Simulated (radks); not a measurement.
Results of a calculation; reference values are marked as such.
Species: Pt V. Configuration: [Kr] 4d10 4f14 5s2 5p5 5d6 6d1 (not the ground configuration). Code: a radial shooting solver on a logarithmic mesh with Libxc functionals. Model: Dirac Kohn-Sham, PBE, spin-unpolarised, spherical densities, finite nucleus; open shells fill j = l - 1/2 first; Fermi nuclear charge, rms radius 5.427 fm.

Normalised radial functions P(r) = r R(r) (large component), r in bohr:

r,5p1/2,5p3/2,6d3/2
0.0008791,0.0078,0.0011,0.0000
0.001191,0.0106,0.0019,0.0000
0.001628,0.0149,0.0034,0.0000
0.002206,0.0209,0.0060,0.0001
0.003014,0.0300,0.0106,0.0001
0.004117,0.0436,0.0185,0.0002
0.00558,0.0632,0.0312,0.0005
0.007623,0.0921,0.0522,0.0010
0.01033,0.1314,0.0838,0.0022
0.01411,0.1837,0.1303,0.0047
0.01928,0.2433,0.1904,0.0098
0.02613,0.2929,0.2521,0.0194
0.0357,0.3021,0.2915,0.0369
0.04838,0.2252,0.2614,0.0640
0.0661,0.0252,0.1120,0.1002
0.0903,-0.2534,-0.1496,0.1312
0.1224,-0.4299,-0.3795,0.1276
0.1672,-0.2783,-0.3459,0.0562
0.2266,0.2083,0.0576,-0.0745
0.3096,0.6209,0.5356,-0.1886
0.4229,0.3879,0.4951,-0.1605
0.5731,-0.4029,-0.1732,0.0322
0.783,-1.0821,-0.9248,0.2699
1.061,-1.1013,-1.1133,0.3446
1.45,-0.6429,-0.7470,0.1417
1.981,-0.2167,-0.2926,-0.2610
2.684,-0.0405,-0.0651,-0.5882
3.667,-0.0032,-0.0065,-0.6038
4.97,-0.0001,-0.0003,-0.3333
6.789,0.0000,0.0000,-0.0877
9.275,0.0000,0.0000,-0.0089

5p1/2: eigenvalue -126.19 eV, 3 radial nodes at r = 0.0681, 0.202, 0.497 bohr, <r> = 1.01 bohr, 90 % of the charge inside 1.46 bohr. 5p3/2: eigenvalue -110.35 eV, 3 radial nodes at r = 0.0764, 0.219, 0.537 bohr, <r> = 1.10 bohr, 90 % of the charge inside 1.58 bohr. 6d3/2: eigenvalue -23.676 eV, 3 radial nodes at r = 0.193, 0.550, 1.63 bohr, <r> = 3.39 bohr, 90 % of the charge inside 4.80 bohr.
